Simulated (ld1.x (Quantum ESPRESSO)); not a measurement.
## u(r) = r·R(r): atom against pseudo-atom (P (Z = 15))

Columns: radius, all-electron u(r) and pseudo u(r) of the 3s shell (level -14.07 eV) of phosphorus in the configuration [Ne] 3s2 3p3; BP86, scalar-relativistic, TM semilocal scheme, ld1.x (Quantum ESPRESSO) 7.5.

```json
{"r (bohr)": "0.103", "all-electron": "0.1100", "pseudo": "0.0347"}
{"r (bohr)": "0.205", "all-electron": "-0.1997", "pseudo": "0.0703"}
{"r (bohr)": "0.308", "all-electron": "-0.3629", "pseudo": "0.1090"}
{"r (bohr)": "0.410", "all-electron": "-0.3529", "pseudo": "0.1513"}
{"r (bohr)": "0.513", "all-electron": "-0.2347", "pseudo": "0.1998"}
{"r (bohr)": "0.615", "all-electron": "-0.0683", "pseudo": "0.2550"}
{"r (bohr)": "0.718", "all-electron": "0.1108", "pseudo": "0.3197"}
{"r (bohr)": "0.820", "all-electron": "0.2775", "pseudo": "0.3931"}
{"r (bohr)": "0.923", "all-electron": "0.4238", "pseudo": "0.4751"}
{"r (bohr)": "1.025", "all-electron": "0.5430", "pseudo": "0.5596"}
{"r (bohr)": "1.128", "all-electron": "0.6372", "pseudo": "0.6401"}
{"r (bohr)": "1.230", "all-electron": "0.7060", "pseudo": "0.7061"}
{"r (bohr)": "1.332", "all-electron": "0.7529", "pseudo": "0.7529"}
{"r (bohr)": "1.435", "all-electron": "0.7807", "pseudo": "0.7807"}
{"r (bohr)": "1.538", "all-electron": "0.7921", "pseudo": "0.7921"}
{"r (bohr)": "1.640", "all-electron": "0.7900", "pseudo": "0.7900"}
{"r (bohr)": "1.743", "all-electron": "0.7772", "pseudo": "0.7772"}
{"r (bohr)": "1.845", "all-electron": "0.7563", "pseudo": "0.7563"}
{"r (bohr)": "1.948", "all-electron": "0.7291", "pseudo": "0.7291"}
{"r (bohr)": "2.050", "all-electron": "0.6978", "pseudo": "0.6978"}
{"r (bohr)": "2.153", "all-electron": "0.6632", "pseudo": "0.6632"}
{"r (bohr)": "2.255", "all-electron": "0.6273", "pseudo": "0.6273"}
{"r (bohr)": "2.358", "all-electron": "0.5902", "pseudo": "0.5902"}
{"r (bohr)": "2.460", "all-electron": "0.5534", "pseudo": "0.5534"}
{"r (bohr)": "2.562", "all-electron": "0.5171", "pseudo": "0.5171"}
{"r (bohr)": "2.665", "all-electron": "0.4814", "pseudo": "0.4814"}
```

Problem. How many radial nodes do the two functions have?

Solution. The all-electron 3s function has n − l − 1 = 2; the pseudo-wave has 0, since the states of the same l below it are removed with the core.

Problem. At about which radius was the pseudo-wave matched?

Solution. 1.35 bohr. The columns agree to 0.0005 from 1.23 bohr on; several derivatives are matched, so the curves merge somewhat inside the radius.

Problem. Is the pseudo-wave norm-conserving?

Solution. Yes: the TM semilocal scheme keeps the norm inside the radius equal to the all-electron one, which fixes the energy derivative of the logarithmic derivative at the level.
